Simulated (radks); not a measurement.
Results of a calculation; reference values are marked as such.
Charge is removed step by step from the 5p (averaged over the sub-levels emptied) level of Pr+, starting from [Xe] 4f3 6s1. Code: a radial shooting solver on a logarithmic mesh with Libxc functionals. Model: Dirac Kohn-Sham, PBE, spin-unpolarised, spherical densities, point nucleus; open shells are shared between the two j in proportion to 2j + 1.

[
 {"removed (e)": "0", "E - E(0) (eV)": "0.000", "eigenvalue (eV)": "-27.395", "E minus straight line (eV)": "0.000"},
 {"removed (e)": "0.1", "E - E(0) (eV)": "2.791", "eigenvalue (eV)": "-28.420", "E minus straight line (eV)": "-0.480"},
 {"removed (e)": "0.2", "E - E(0) (eV)": "5.685", "eigenvalue (eV)": "-29.461", "E minus straight line (eV)": "-0.856"},
 {"removed (e)": "0.3", "E - E(0) (eV)": "8.683", "eigenvalue (eV)": "-30.515", "E minus straight line (eV)": "-1.128"},
 {"removed (e)": "0.4", "E - E(0) (eV)": "11.788", "eigenvalue (eV)": "-31.581", "E minus straight line (eV)": "-1.294"},
 {"removed (e)": "0.5", "E - E(0) (eV)": "15.000", "eigenvalue (eV)": "-32.659", "E minus straight line (eV)": "-1.353"},
 {"removed (e)": "0.6", "E - E(0) (eV)": "18.320", "eigenvalue (eV)": "-33.748", "E minus straight line (eV)": "-1.303"},
 {"removed (e)": "0.7", "E - E(0) (eV)": "21.750", "eigenvalue (eV)": "-34.847", "E minus straight line (eV)": "-1.144"},
 {"removed (e)": "0.8", "E - E(0) (eV)": "25.290", "eigenvalue (eV)": "-35.956", "E minus straight line (eV)": "-0.874"},
 {"removed (e)": "0.9", "E - E(0) (eV)": "28.941", "eigenvalue (eV)": "-37.074", "E minus straight line (eV)": "-0.493"},
 {"removed (e)": "1", "E - E(0) (eV)": "32.705", "eigenvalue (eV)": "-38.202", "E minus straight line (eV)": "0.000"}
]

Removing the whole electron costs 32.705 eV by Delta-SCF, against 27.395 eV from minus the eigenvalue at the starting occupation. Slater's transition state (half an electron removed) gives 32.659 eV. Integrating minus the eigenvalue over the occupation (Janak's theorem) gives 32.705 eV. The mean slope of the eigenvalue, de/dn, is 10.8 eV per electron.
